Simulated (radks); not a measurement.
The numbers below are computed, except where a source is named.
Q: Ionisation of the strontium ion Sr3+, [Ar] 3d10 4s2 4p5, to Sr4+, [Ar] 3d10 4s2 4p4, under several functionals. Scalar-relativistic Kohn-Sham, spin-polarised, spherical densities, point nucleus; open shells are filled with parallel spins first (spin-orbit coupling, left out, can overturn this in heavy ions); a radial shooting solver on a logarithmic mesh with Libxc functionals. The NIST Atomic Spectra Database gives 56.280 eV (semi-empirical). Rank these functionals by the error of their Delta-SCF ionisation energy: exchange-only B88; PBEsol; HCTH/407; XLYP; exchange-only PBE; RPBE.

A: From best to worst: RPBE 56.278 eV (-0.002); XLYP 56.266 eV (-0.014); PBEsol 56.379 eV (+0.099); HCTH/407 56.653 eV (+0.373); exchange-only B88 55.026 eV (-1.254); exchange-only PBE 54.966 eV (-1.314). Open shells are spherical and high-spin; term and fine-structure splittings are not resolved.
